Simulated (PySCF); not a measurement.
# From computed data to an observable: entropy of an ideal gas

1,1-difluoroethane (C₂H₄F₂), SMILES CC(F)F.

The structure is a stationary point at PBE-D3(BJ)/def2-SVP.

PBE-D3(BJ)/def2-SVP in PySCF gives the harmonic wavenumbers 244, 371, 456, 557, 856, 922, 1113, 1127, 1130, 1320, 1344, 1378, 1408, 1410, 2961, 2994, 3098, 3098 cm⁻¹ and the rotational temperatures 0.4471, 0.4274, 0.2452 K. The molar mass is 66.05 g/mol, the symmetry number 1, the spin multiplicity 1.

Task: Work out the entropy at 298.15 K and 1 atm in the rigid-rotor, harmonic-oscillator model.

Result: 
Translation (Sackur–Tetrode at 1 atm): S = R[1.5 ln M + 2.5 ln T − 1.16487] = 161.0 J/(mol K).
Rotation: q = (√π/σ) T^1.5/√(θA θB θC) = 42200, S = R[ln q + 3/2] = 101.0 J/(mol K).
Vibration: with u = 1.4388 ν/T, each mode gives R[u/(e^u − 1) − ln(1 − e^−u)]:
```csv
ν (cm⁻¹),modes,u,S (J/(mol K))
244,1,1.18,7.42
371,1,1.79,4.50
456,1,2.20,3.25
557,1,2.69,2.22
856,1,4.13,0.70
922,1,4.45,0.54
1113,1,5.37,0.25
1127,1,5.44,0.23
1130,1,5.45,0.23
1320,1,6.37,0.11
1344,1,6.49,0.10
1378,1,6.65,0.08
1408,1,6.79,0.07
1410,1,6.80,0.07
```
The stiffer modes add less than 0.005 each. Sum 19.8 J/(mol K).
Spin: R ln 1 = 0.0 J/(mol K).
Total 281.8 J/(mol K); the program's own thermochemistry gives 281.8. Translation makes up 57 % and vibration 7 %. Anharmonicity, hindered rotation and orbital degeneracy are left out.
